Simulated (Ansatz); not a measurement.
Consider the substitution at a C–N bond: `C[N](C)[InH2]` + `S[SiH2][GeH3]` → `CS[SiH2][GeH3]` + `C[NH][InH2]`.

Calculated with Ansatz (gas phase, PBE0-D4/def2-TZVP geometries, no zero-point term in ΔE). CCSD(T)/CBS is the MP2 limit (def2-TZVPP, def2-QZVPP) plus CCSD(T) − MP2 in def2-TZVPP, frozen cores. Functionals use def2-TZVPP. B3LYP here is the variant with VWN-RPA as its local correlation; programs differ in this. HSE06 is defined as in plane-wave codes. def2 core potentials past Kr. For Ge, In outer-core shells are correlated without core-valence functions, which leaves a few kJ/mol of doubt a bond. Scalar relativity is left out up to krypton. One conformer a species, not always the lowest.

| level | ΔE (kJ/mol) | difference from CCSD(T)/CBS |
| --- | --- | --- |
| LDA (SPW92) | -6.5 | 7.3 |
| PBE-D4 | -15.0 | -1.2 |
| revPBE-D4 | -15.5 | -1.7 |
| BLYP-D4 | -14.2 | -0.4 |
| r2SCAN-D4 | -14.4 | -0.6 |
| B97M-V | -12.4 | 1.4 |
| PBE0-D4 | -15.7 | -1.9 |
| B3LYP-D4 | -14.6 | -0.8 |
| r2SCANh-D4 | -14.9 | -1.1 |
| r2SCAN0-D4 | -15.4 | -1.6 |
| HSE06-D4 | -15.7 | -1.9 |
| BHLYP-D4 | -14.8 | -1.0 |
| CAM-B3LYP-D4 | -12.9 | 0.9 |
| ωB97X-V | -14.5 | -0.7 |
| ωB97M-V | -15.5 | -1.7 |
| B2PLYP | -13.5 | 0.3 |
| PBE-QIDH | -14.3 | -0.5 |
| PBE | -14.9 | -1.1 |
| BLYP | -14.2 | -0.4 |
| r2SCAN | -14.3 | -0.5 |
| B3LYP | -14.3 | -0.5 |
| r2SCANh | -14.7 | -0.9 |
| r2SCAN0 | -15.2 | -1.4 |
| HSE06 | -15.5 | -1.7 |
| BHLYP | -14.3 | -0.5 |
| CAM-B3LYP | -12.6 | 1.2 |
| RPA@PBE/def2-TZVPP | -7.4 | 6.4 |
| HF/def2-SVP | -0.5 | 13.3 |
| MP2/def2-SVP | 1.4 | 15.2 |
| CCSD/def2-SVP | 3.7 | 17.5 |
| CCSD(T)/def2-SVP | 4.2 | 18.0 |
| HF/def2-TZVPP | -15.3 | -1.5 |
| MP2/def2-TZVPP | -12.2 | 1.6 |
| SCS-MP2/def2-TZVPP | -12.1 | 1.7 |
| CCSD/def2-TZVPP | -10.6 | 3.2 |
| MP2/def2-QZVPP | -14.2 | -0.4 |
| SCS-MP2/def2-QZVPP | -14.1 | -0.3 |
| HF/CBS(def2) | -15.3 | -1.5 |
| MP2/CBS(def2) | -15.6 | -1.8 |
| CCSD/CBS(def2) | -14.0 | -0.2 |
| CCSD(T)/CBS | -13.8 | 0 |

Largest T1 diagnostic among the species: 0.017.

At CCSD(T), def2-SVP lies +18.0 kJ/mol from the extrapolated value and def2-TZVPP +3.4 kJ/mol. Leaving LDA and LC-ωPBE aside and taking each functional with its dispersion term where it has one, the values spread over 3.4 kJ/mol, from PBE0-D4 to B97M-V. LDA lies +8.4 kJ/mol from PBE without D4.
